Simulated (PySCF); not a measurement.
r2SCAN on Sm (samarium, neutral), [Xe] 4f7 6s1, high-spin 9S determinant (an excited configuration). All numbers are calculated (PySCF 2.14, scalar relativity by spin-free X2C-1e, in x2c-TZVPPall (11s7p7d4f2g, 113 functions)).

```
cycle= 1 E= -10426.5148929992  delta_E= -0.00438  |g|= 0.444  |ddm|= 0.535
cycle= 2 E= -10426.3955956966  delta_E= 0.119  |g|= 1.05  |ddm|= 0.682
cycle= 3 E= -10426.5427475721  delta_E= -0.147  |g|= 0.0292  |ddm|= 0.444
cycle= 4 E= -10426.5429216378  delta_E= -0.000174  |g|= 0.00873  |ddm|= 0.0248
cycle= 5 E= -10426.542934585  delta_E= -1.29e-05  |g|= 0.000146  |ddm|= 0.00726
cycle= 6 E= -10426.5429345988  delta_E= -1.38e-08  |g|= 4.82e-05  |ddm|= 0.000525
cycle= 7 E= -10426.5429345994  delta_E= -5.73e-10  |g|= 1.27e-06  |ddm|= 6.38e-05
converged SCF energy = -10426.5429345994  <S^2> = 20.008332  2S+1 = 9.0018513
```

Highest occupied orbital energy: 3.364 eV; ⟨L²⟩ = 0.00; populations by l: s 11.00, p 24.00, d 20.00, f 7.00.

(1) Can this result be used?

## Answers

(1) Not for this state. The run converged. Spin-orbit coupling, which splits the p, d and f shells strongly at this Z, is absent. At r2SCAN the highest occupied level has a positive energy, so only the finite basis holds that electron; for this excited configuration the basis is too tight for the outer shell.
